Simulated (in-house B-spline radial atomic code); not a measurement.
## RPA and G0W0 on CAM-B3LYP: Tc+

Configuration [Kr] 4d5 5s1, highest spin, mean-field start CAM-B3LYP. Computed with a B-spline radial code for spherical atoms: all electrons, scalar-relativistic (spin-free one-electron X2C), finite nucleus, each spin shell either full or empty, empty states to l = 9 with an (l + 1/2)⁻⁴ tail; G0W0 by contour deformation at full frequency.

RPA overbinds a lone outer s electron by self-correlation, and G0W0 tends to as well.

Command:
```bash
python run_gw.py task.json out
```
Settings (radii: box in bohr, nucleus in fm):
```
Z                        43
electrons                42
configuration            [Kr] 4d5 5s1
hamiltonian              x2c
method                   camb3lyp
lmax                     9
rms_radius               4.41117
spin_polarised           True
box_radius               23.78
intervals                70
ion_configuration        [Kr] 4d5
```

Cost of the run: 14 s on 1 thread of Arm Neoverse V1, with other jobs on the host.

Energies (hartree):

| term | value |
| --- | --- |
| mean-field total | -4285.30309 |
| Hartree-Fock functional on these orbitals | -4282.87530 |
| direct second order | -3.447 |
| second-order exchange | 1.009 |
| SOSEX correction | 0.938 |

Question: What is the RPA correlation energy, and what remains with SOSEX?

Answer: RPA gives -3.0473 hartree (-1.97 eV per electron); RPA + SOSEX gives -2.1093, and the second-order doubles -2.4381 hartree (no singles). RPA lacks exchange-type terms and so overcorrelates at short range.

Quasi-particle levels (eV):

| level | occupied | mean field | Σx - vxc | Σc | QP weight | G0W0 |
| --- | --- | --- | --- | --- | --- | --- |
| 5s up | yes | -13.853 | -0.71 | ? | ? | ? |
| 4d up | yes | -18.203 | -3.15 | 0.22 | 0.907 | -21.128 |
| 4p down | yes | -54.36 | -4.23 | 1.23 | 0.874 | -57.36 |
| 4d down | no | -8.666 | 5.68 | -3.81 | 0.915 | -6.801 |

G0W0 = mean field + (Σx - vxc) + Σc, with Σc (partial-wave tail included) taken at the quasi-particle energy. Only the outer levels were computed. Levels of low weight are left out.

Question: Where does G0W0 put 5s up?

Answer: At -15.816 eV, with Σc = -1.25 eV and a quasi-particle weight of 0.955. The tabulated removal energy is 15.260 eV (NIST, semi-empirical); the calculation leaves out spin-orbit coupling, Breit and QED terms, and what these don't explain is the method's own error.

Question: What does it cost to remove one electron (to [Kr] 4d5) by differences of total energies, each species on its own start (correlation terms add to the Hartree-Fock functional)?

Answer: CAM-B3LYP 15.211 eV, Hartree-Fock functional 14.225 eV, + RPA 15.581 eV, + RPA + SOSEX 14.963 eV, + second order 15.566 eV. Tabulated: 15.260 eV (NIST, semi-empirical); the calculation leaves out spin-orbit coupling, Breit and QED terms, and what these don't explain is the method's own error.
